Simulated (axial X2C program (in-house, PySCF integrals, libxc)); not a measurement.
Worked dissociation energy of MgNi: PBE0, scalar-relativistic

All values were computed with an in-house relativistic program for diatomic molecules. Spin-free means the one-electron spin-free X2C Hamiltonian. Basis: Ni dyall-cv3z [9s9p6d3f2g], Mg dyall-cv3z [9s8p6d3f] (cores contracted in-house); Gaussian nuclei, density fitting, unrestricted open shells. Masses: Ni 57.935 u, Mg 23.985 u.

Molecular state: M_S = 1, Λ = 0 (beyond evenly filled blocks: 2 × σα).

```
E(Ni) (2M_S = 2, M_L = 0) : -1520.367331 hartree
E(Mg) (2M_S = 0, M_L = 0) : -200.280670 hartree
E(MgNi) at Re             : -1720.675590 hartree
ωe                        : 221.2 cm⁻¹
ωexe                      : 1.58 cm⁻¹
```

Problem. Work out De and D0.

Solution. De = -1520.367331 + (-200.280670) − (-1720.675590) = 0.02759 hartree = 0.751 eV. The zero-point energy is ωe/2 − ωexe/4 = 110 cm⁻¹ = 0.014 eV, so D0 = 0.737 eV.

One determinant describes the state; a PBE0 search over occupations chose it and may have missed a lower one. De is counted from the lowest determinant-based energies of the atoms at the same level, without counterpoise correction. PBE0 can misorder states that lie within some tenths of an eV, so this need not be the ground state of the molecule. The nearest other spin-free determinant of the search, M_S = 1, Λ = 2, lies 0.019 eV up at the distance of the search. With spin–orbit coupling the lowest determinant has another configuration, so this spin-free state is a model.

The levels of this run spread widely (ωe from 206 to 269 cm⁻¹), so these constants depend on the method.

Each atomic determinant is the lowest at this level and need not be a pure term. Totals compare only within one Hamiltonian and basis.
